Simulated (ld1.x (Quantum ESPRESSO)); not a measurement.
**Which change was made? (Fe, TM)**

ld1.x (Quantum ESPRESSO) 7.5 input, shortened:

```
&input
   title='Fe', zed=26., rel=1, dft='PBESOL', iswitch=3,
   config='[Ar] 3d6 4s1.5 4p0'
 /
 &inputp
   pseudotype=2, tm=.true., lloc=1,
   nlcc=.true., rcore=0.85
 /
3
4S  1  0   1.50   0.00  2.60  2.60  0.0
3D  3  2   6.00   0.00  1.35  1.35  0.0
4P  2  1   0.00   0.00  3.20  3.20  0.0
 &test
   configts(1)='3d6 4s1.5 4p0'
 /
```

Cutoffs, loose and tight: the cutoffs (Ry, on a coarse ladder) from which the occupation-weighted sum of valence levels, in a spherical-Bessel basis at the reference potential, stays within 10 and 1 mRy of its value at 400 Ry. They do not see the model core or the augmentation charge, which bear on the density cutoff. Test errors are all-electron minus pseudo excitation energies from the reference, over the configurations 3d6 4s2 4p0; 3d6 4s1 4p0; 3d6 4s0 4p0; 3d5 4s0 4p0; 3d7 4s1 4p0; 3d5 4s2 4p1; 3d6 4s0 4p2; variants that change the core or the reference have their own tests.

The base gives: outcome: generated; cutoff, loose: 140 Ry; cutoff, tight: 200 Ry; bound ghosts: s; largest test error (meV): -657.

Q: After one change the result is: outcome: generated; cutoff, loose: 110 Ry; cutoff, tight: 180 Ry; bound ghosts: none; largest test error (meV): -720. Which change was it?
A. all radii but the core radius scaled by about 1.30 (s 3.38, p 4.16, d 1.76 bohr)
B. all radii but the core radius scaled by about 0.75 (s 1.96, p 2.40, d 1.02 bohr)
C. all radii but the core radius scaled by about 1.08 (s 2.82, p 3.46, d 1.46 bohr)

A: C. The others give: all radii but the core radius scaled by about 0.75 (s 1.96, p 2.40, d 1.02 bohr) → outcome: generated; cutoff, loose: 180 Ry; cutoff, tight: 260 Ry; bound ghosts: s; largest test error (meV): -698 | all radii but the core radius scaled by about 1.30 (s 3.38, p 4.16, d 1.76 bohr) → outcome: generated; cutoff, loose: 90 Ry; cutoff, tight: 140 Ry; bound ghosts: none; largest test error (meV): -947.
